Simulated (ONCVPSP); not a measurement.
## Cutoff test, boron (B), ONCV

* Element: B
* Generator: ONCVPSP 4.0.1
* Type: optimised norm-conserving Vanderbilt (ONCV)
* Functional: PBE
* Relativity: scalar-relativistic
* Frozen core: [He]
* Valence charge: 3
* Reference configuration: 2s2 2p1
* Partial waves: 2s: rc 1.45 bohr, ncon 4, nbas 7, qcut 5.4 1/bohr, 2 projectors, debl 0.5 Ha; 2p: rc 2.40 bohr, ncon 3, nbas 7, qcut 6.7 1/bohr, 2 projectors, debl 2.8 Ha; d scattering state at 0.2 Ha: rc 1.85 bohr, ncon 4, nbas 9, qcut 4.9 1/bohr, 1 projector
* Local potential: polynomial inside 0.95 bohr (lpopt 5, dvloc0 6 Ha)
* Core correction: none

For each optimised wave give the share of its norm inside rc, the residual kinetic energy above qcut (Ha) and the cutoffs (Ha) for errors of 10, 1, 0.1 and 0.01 mHa per electron.

```tsv
wave	norm inside rc	residual KE	10 mHa	1 mHa	0.1 mHa	0.01 mHa
2s	0.312	1.7e-04	6.8	11.4	17.1	50.7
s projector 2	0.078	6.1e-05	3.9	9.7	13.8	27.7
2p	0.616	1.9e-09	7.0	10.6	13.6	16.1
p projector 2	0.209	3.8e-07	11.5	14.7	17.4	19.5
d projector 1	0.014	1.9e-06	1.0	2.9	6.1	9.5
```

The occupied waves need 11 Ha and 17 Ha for 1 and 0.1 mHa.
